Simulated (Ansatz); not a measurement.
Z-matrix (Å, degrees):
```
C
C 1 1.337
H 1 1.086 2 120.9
H 1 1.086 2 122.6 3 -180.0
B 2 1.534 1 120.9 3 0.0
H 2 1.089 1 118.0 3 180.0
Se 5 1.916 2 124.2 1 179.9
H 5 1.195 2 121.5 1 -0.1
H 7 1.471 5 97.2 2 -0.0
```

Total charge 0; spin multiplicity 1.

(1) List the PBE0/def2-TZVPP orbital energies in eV (Ansatz 0.2.0). (Estimate.)

Results:

(1) The calculation gave: Occupied: -12361.64, -1584.45, -1421.47, -1421.43, -1421.42, -278.77, -278.15, -214.87, -184.97, -158.44, -158.29, -158.26, -58.43, -58.39, -58.35, -58.23, -58.22, -21.78, -19.96, -16.51, -14.14, -12.65, -11.95, -10.42, -9.38, -8.78, -8.75, -7.38. Lowest empty: -1.82, 0.32, 1.04, 1.69, 1.87, 2.05, 2.87, 3.39.
